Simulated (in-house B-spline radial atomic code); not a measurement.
Si²⁺. Computed with a B-spline radial atomic code. Model: non-relativistic spherical atom: semilocal Troullier-Martins pseudo-atom, one channel per l, against all electrons, high spin, G0W0 and RPA with empty states to l = 8, local potential for every l without a channel, a model core (radius 0 = none) keeps its share of the functional.

What the tables leave out is listed at the end.

The pseudopotential gives back the lowest level of each angular momentum of its own functional in the configuration it was made in; a second state of the same l is only approximately right. Exact exchange, RPA and GW see the smooth pseudo-orbitals and miss the exchange with the core, for which the functional's share stands in. The column with an uncorrelated core keeps all orbitals and exact exchange, and so separates missing core correlation from pseudisation. Only the three outermost levels and the lowest empty one were computed. RPA here is direct RPA, with no exchange kernel, and its energies carry an (l + 1/2)⁻⁴ tail. A hybrid on a potential with a model core restores only its own semilocal share of the core's exchange.

Command:
```bash
python run_psgw.py task.json out
```
Settings (lengths in bohr, energies in hartree):
```
Z                      14
electrons              12
configuration          [Ne] 3s2
generated_in           [Ne] 3s2 3p2
functional             lda,vwn
core_shells            2
radius_factor          0.9
core_correction        True
ion_configuration      [Ne] 3s1
```

Cost of the run: 32 s on 1 thread of Arm Neoverse N1, on a shared host.

Given: made with LDA VWN5; model core radius 0.166 bohr; local radius 0.684 bohr; mean-field start LDA VWN5.

Valence shells of the generating configuration: 2p, 3s, 3p.

Channel: s 1.597, p 0.523 (radii in bohr).

Computed: largest level miss in the spin-unpolarised generating configuration 0.016 eV; valence RPA correlation energy pseudo -0.56065 hartree; all-electron RPA polarisability, core included 8.9146 bohr³; pseudo-atom RPA polarisability 8.9477 bohr³; ionisation by mean-field pseudo minus all -0.064 eV; ionisation by RPA all-electron 33.922 eV; ionisation by RPA pseudo minus all 0.386 eV.

```csv
level,occupied,mean-field all-electron (eV),mean-field pseudo minus all (eV),G0W0 all-electron (eV),G0W0 uncorrelated core minus all (eV),G0W0 pseudo minus all (eV),exchange self-energy all-electron (eV),exchange self-energy pseudo (eV)
3s,1,-28.601,0.046,-33.787,-0.044,-0.359,-15.297,-14.136
3p (empty),0,-20.665,0.043,-16.761,0.023,0.129,-4.5703,-3.9382
```

What is the ionisation by mean-field all-electron?

33.522 eV.

What is the valence RPA correlation energy all-electron orbitals?

-0.4567 hartree.

Given: mean-field start PBE0.

Computed: valence RPA correlation energy pseudo -0.53643 hartree; pseudo-atom RPA polarisability 7.9851 bohr³; ionisation by mean-field all-electron 33.245 eV; ionisation by mean-field pseudo minus all -0.018 eV; ionisation by RPA all-electron 33.716 eV; ionisation by RPA pseudo minus all 0.302 eV.

```csv
level,occupied,mean-field all-electron (eV),mean-field pseudo minus all (eV),G0W0 all-electron (eV),G0W0 uncorrelated core minus all (eV),G0W0 pseudo minus all (eV),exchange self-energy all-electron (eV),exchange self-energy pseudo (eV)
3s,1,-29.632,0.018,-33.705,-0.038,-0.296,-15.055,-14.118
2p,1,-122.3,1.933,-132.48,-0.711,4.465,-67.549,-55.607
3p (empty),0,-19.399,0.142,-16.695,0.02,0.253,-4.2854,-3.7279
```

What is the all-electron RPA polarisability, core included?

8.034 bohr³.

What is the valence RPA correlation energy all-electron orbitals?

-0.43153 hartree.

Among the listed levels the largest G0W0 shift of the pseudo-atom is +4.46 eV, for 2p on the PBE0 start, while leaving the core uncorrelated moves that level by -0.71 eV. So pseudisation and the lost core exchange, not the missing core correlation, make the error. Not in the tables (levels of low weight, unsolved or above zero; the highest and the empty levels are kept at any weight): on LDA the G0W0 levels 2p (pseudo minus all +2.42 eV, weights 0.78 and 0.66); no Hartree-Fock pseudo-atom is run with a model core.
